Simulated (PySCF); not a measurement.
**Spinor energies of W³⁹⁺ (tungsten, charge +39)**

Start: [Ar] 3d10 4s2 4p5; 4p1/2 filled at m_j = -1/2, +1/2; 4p3/2 filled at m_j = -1/2, +1/2, +3/2. Calculated with PySCF 2.14 in an even-tempered Gaussian basis (16 s from 4.6 bohr⁻², ratio 2.8; 14 p from 5.9 bohr⁻², ratio 2.8; 8 d from 11 bohr⁻², ratio 2.8; 4 f from 29 bohr⁻², ratio 3): generalised Hartree-Fock with the X2C-1e Hamiltonian and a Gaussian nucleus; one run each with spin-orbit coupling (SO) switched off, then screened by Boettger's factors.

```json
{"spinor shell": "1s1/2", "electrons": "2", "ε, spin-free (eV)": "-71672.8", "ε, screened SO (eV)": "-71650.1", "weight of nominal j (screened SO)": "1.000", "rms radius, screened SO (bohr)": "0.0208"}
{"spinor shell": "2s1/2", "electrons": "2", "ε, spin-free (eV)": "-13972.7", "ε, screened SO (eV)": "-13964.9", "weight of nominal j (screened SO)": "1.000", "rms radius, screened SO (bohr)": "0.0838"}
{"spinor shell": "2p1/2", "electrons": "2", "ε, spin-free (eV)": "-12446.7", "ε, screened SO (eV)": "-13414.0", "weight of nominal j (screened SO)": "1.000", "rms radius, screened SO (bohr)": "0.0712"}
{"spinor shell": "2p3/2", "electrons": "4", "ε, spin-free (eV)": "-12446.7", "ε, screened SO (eV)": "-12053.0", "weight of nominal j (screened SO)": "1.000", "rms radius, screened SO (bohr)": "0.0786"}
{"spinor shell": "3s1/2", "electrons": "2", "ε, spin-free (eV)": "-4574.0", "ε, screened SO (eV)": "-4570.7", "weight of nominal j (screened SO)": "1.000", "rms radius, screened SO (bohr)": "0.212"}
{"spinor shell": "3p1/2", "electrons": "2", "ε, spin-free (eV)": "-4110.8", "ε, screened SO (eV)": "-4329.6", "weight of nominal j (screened SO)": "1.000", "rms radius, screened SO (bohr)": "0.203"}
{"spinor shell": "3p3/2", "electrons": "4", "ε, spin-free (eV)": "-4110.8", "ε, screened SO (eV)": "-4018.9", "weight of nominal j (screened SO)": "1.000", "rms radius, screened SO (bohr)": "0.217"}
{"spinor shell": "3d3/2", "electrons": "4", "ε, spin-free (eV)": "-3585.8", "ε, screened SO (eV)": "-3624.1", "weight of nominal j (screened SO)": "1.000", "rms radius, screened SO (bohr)": "0.191"}
{"spinor shell": "3d5/2", "electrons": "6", "ε, spin-free (eV)": "-3585.8", "ε, screened SO (eV)": "-3556.9", "weight of nominal j (screened SO)": "1.000", "rms radius, screened SO (bohr)": "0.195"}
{"spinor shell": "4s1/2", "electrons": "2", "ε, spin-free (eV)": "-2077.4", "ε, screened SO (eV)": "-2076.2", "weight of nominal j (screened SO)": "1.000", "rms radius, screened SO (bohr)": "0.448"}
{"spinor shell": "4p1/2", "electrons": "2", "ε, spin-free (eV)": "-1906.8", "ε, screened SO (eV)": "-1973.9", "weight of nominal j (screened SO)": "0.999", "rms radius, screened SO (bohr)": "0.442"}
{"spinor shell": "4p3/2", "electrons": "3", "ε, spin-free (eV)": "-1906.8", "ε, screened SO (eV)": "-1878.3", "weight of nominal j (screened SO)": "1.000", "rms radius, screened SO (bohr)": "0.465"}
```

```tsv
quantity	spin-free	screened SO
E (hartree)	-15190.65841	-15210.86645
M_J	3/2	3/2
⟨J²⟩	3.751	3.751
⟨L²⟩	2.001	2.071
⟨S²⟩	0.750	0.821
```

Each row is a mean over spinors that exchange with the open shell spreads, by up to 12.458 eV (4s1/2).

Breit and QED terms are absent; they matter most for the inner s and p1/2 levels.

Densities and radii are taken from the X2C orbitals without a picture-change correction, which distorts them close to the nucleus.

Without spin-orbit coupling the j labels of p, d and f shells carry no meaning; the spin-free column gives the mean over the occupied spinors of each nl shell.
